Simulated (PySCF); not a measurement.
Bonds: C1-C2, C2-C3, C3-C4, C4-C5, C5-N6, C4-Si7, Si7-Cl8. C1 carries H9, H10; C2 carries H11; C3 carries H12; C5 carries H13; N6 carries H14; Si7 carries H15, H16.

Level of theory: coordinates at the GFN2-xTB level, shielding tensors at PBE0/pcSseg-1 (GIAO), in PySCF 2.14 (one conformer, equivalent nuclei averaged, no solvent, non-relativistic Hamiltonian).

Shifts are taken against calculated references (same method and geometry level): $^{13}$C (186.93 ppm) and $^{1}$H (31.72 ppm) and $^{29}$Si (349.16 ppm) vs TMS; NH3 for $^{15}$N (267.73 ppm); $^{35}$Cl (949.78 ppm) vs HCl.

```tsv
atoms	nucleus	count	Hirshfeld charge	δ (ppm)
H10	$^{1}$H	1	0.06	?
C4	$^{13}$C	1	-0.10	144.9
C3	$^{13}$C	1	-0.02	?
H9	$^{1}$H	1	0.05	?
H13	$^{1}$H	1	0.05	9.13
C5	$^{13}$C	1	0.05	172.7
H15/H16	$^{1}$H	2	-0.08	5.42
C2	$^{13}$C	1	-0.04	138.7
C1	$^{13}$C	1	-0.07	134.3
H14	$^{1}$H	1	0.12	?
Cl8	$^{35}$Cl	1	-0.14	-64
H11	$^{1}$H	1	0.05	7.37
Si7	$^{29}$Si	1	0.31	-35.2
N6	$^{15}$N	1	-0.19	349.9
H12	$^{1}$H	1	0.04	?
```

Complete the table.

Results:


- C3: 159.0 ppm, carbon bonded to 2 C, H
- H14: 10.86 ppm, hydrogen on a nitrogen bonded to C
- H12: 7.27 ppm, hydrogen on a carbon bonded to 2 C
- H9: 5.99 ppm, hydrogen on a carbon bonded to C
- H10: 5.93 ppm, hydrogen on a carbon bonded to C

OH and NH positions are those of a molecule without intermolecular hydrogen bonds; in solution they move with solvent, concentration and temperature, and exchange usually removes their couplings. Shifts are as computed. Against solution values, carbons near 30 ppm lie about +3 ppm off and those near 130 ppm about +5 ppm. Of 1211 compounds with measured shifts, 218 miss one by over three times the rms of a fit or turn the order of signals round; such compounds aren't used in these exercises. Experimental scales use liquid or dissolved standards, which lie at an offset from isolated NH3 (liquid NH3: subtract about 20 ppm). Unscaled 15N shifts of sp2 nitrogen come out 20 to 40 ppm too high even then.
